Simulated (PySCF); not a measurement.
Ge(Cl)(Me)(OH)2 (CH₅ClGeO₂), SMILES [CH3][Ge]([OH])([OH])[Cl].

Coordinates come from a B3LYP-D3(BJ)/def2-SVP optimisation. This is a generated structure with no PubChem entry under its InChIKey; it may be hypothetical. The values are those of a single conformer.

Calculation: PBE/def2-TZVP (PySCF).

The molecule is in vacuum.

- total energy: -2728.26402 hartree
- highest occupied level: -7.23 eV
- lowest empty level: -1.07 eV
- orbital gap: 6.16 eV
- dipole moment: 0.76 D
- quadrupole, principal values (traceless, Buckingham form, about the centre of nuclear charge): -8.57, -1.27, 9.84 D·Å
- mean static polarisability: 60.9 bohr³ (9.03 Å³)
- polarisability, principal values: 54.5, 59.5, 68.8 bohr³
